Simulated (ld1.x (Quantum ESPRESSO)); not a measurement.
## Reading a pseudo-wave (Os (Z = 76))

Columns: radius, all-electron u(r) and pseudo u(r) of the 6s shell (level -8.08 eV) of osmium in the configuration [Kr] 4d10 4f14 5s2 5p6 5d6 6s1.75 6p0; LDA (PZ), scalar-relativistic, PAW scheme, ld1.x (Quantum ESPRESSO) 7.5.

```json
{"r (bohr)": "0.140", "all-electron": "0.1401", "pseudo": "0.2092"}
{"r (bohr)": "0.280", "all-electron": "-0.1519", "pseudo": "0.3816"}
{"r (bohr)": "0.420", "all-electron": "-0.1332", "pseudo": "0.4898"}
{"r (bohr)": "0.560", "all-electron": "0.1175", "pseudo": "0.5213"}
{"r (bohr)": "0.700", "all-electron": "0.2880", "pseudo": "0.4798"}
{"r (bohr)": "0.840", "all-electron": "0.3130", "pseudo": "0.3807"}
{"r (bohr)": "0.980", "all-electron": "0.2305", "pseudo": "0.2448"}
{"r (bohr)": "1.120", "all-electron": "0.0921", "pseudo": "0.0915"}
{"r (bohr)": "1.260", "all-electron": "-0.0632", "pseudo": "-0.0642"}
{"r (bohr)": "1.400", "all-electron": "-0.2116", "pseudo": "-0.2116"}
{"r (bohr)": "1.540", "all-electron": "-0.3413", "pseudo": "-0.3413"}
{"r (bohr)": "1.680", "all-electron": "-0.4476", "pseudo": "-0.4476"}
{"r (bohr)": "1.820", "all-electron": "-0.5300", "pseudo": "-0.5300"}
{"r (bohr)": "1.960", "all-electron": "-0.5904", "pseudo": "-0.5904"}
{"r (bohr)": "2.100", "all-electron": "-0.6314", "pseudo": "-0.6314"}
{"r (bohr)": "2.240", "all-electron": "-0.6560", "pseudo": "-0.6560"}
{"r (bohr)": "2.380", "all-electron": "-0.6670", "pseudo": "-0.6670"}
{"r (bohr)": "2.520", "all-electron": "-0.6669", "pseudo": "-0.6669"}
{"r (bohr)": "2.660", "all-electron": "-0.6581", "pseudo": "-0.6581"}
{"r (bohr)": "2.800", "all-electron": "-0.6426", "pseudo": "-0.6426"}
{"r (bohr)": "2.940", "all-electron": "-0.6219", "pseudo": "-0.6219"}
{"r (bohr)": "3.080", "all-electron": "-0.5975", "pseudo": "-0.5975"}
{"r (bohr)": "3.220", "all-electron": "-0.5704", "pseudo": "-0.5704"}
{"r (bohr)": "3.360", "all-electron": "-0.5417", "pseudo": "-0.5417"}
{"r (bohr)": "3.500", "all-electron": "-0.5120", "pseudo": "-0.5120"}
{"r (bohr)": "3.640", "all-electron": "-0.4820", "pseudo": "-0.4820"}
```

How many radial nodes do the two functions have?

The all-electron 6s function has n − l − 1 = 5 (the table is too coarse to show those close to the nucleus); the pseudo-wave has 1, since 1 lower shell of the same l stays in the valence.

At about which radius was the pseudo-wave matched?

1.45 bohr, where the columns begin to agree (steps of 0.14 bohr).

Is the pseudo-wave norm-conserving?

No, it belongs to a PAW set: the norm inside the radius is not constrained, and the difference is carried by the augmentation charge.
